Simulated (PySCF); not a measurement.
B(CF3)(H)(OH) (CH₂BF₃O), SMILES OBC(F)(F)F. Atoms are numbered in the order given.

```xyz
8

B      0.7643     1.0345     0.0000
C      0.0466    -0.4083     0.0000
F      0.3665    -1.1284    -1.0809
F      0.3665    -1.1284     1.0809
F     -1.3009    -0.2743     0.0000
H      1.9632     1.1321     0.0000
O     -0.0011     2.1264     0.0000
H     -0.9457     1.9143     0.0000
```
Charge 0, spin multiplicity 1.

Geometry optimised at PBE0-D3(BJ)/def2-SVP. This is a generated structure with no PubChem entry under its InChIKey; it may be hypothetical. Other conformers were not sampled.

Level of theory: PySCF with ωB97X/def2-TZVP.

```json
{
 "total_energy": "-439.05805 hartree",
 "point_group": "Cs",
 "highest_occupied_level": "-12.05 eV",
 "lowest_empty_level": "1.18 eV",
 "orbital_gap": "13.24 eV",
 "dipole_moment": "1.24 D",
 "quadrupole, principal values (traceless, Buckingham form, about the centre of nuclear charge)": "-4.95, 0.71, 4.24 D·Å",
 "mean_static_polarisability": "31.0 bohr³ (4.59 Å³)",
 "polarisability_principal_values": "27.1, 31.4, 34.5 bohr³"
}
```
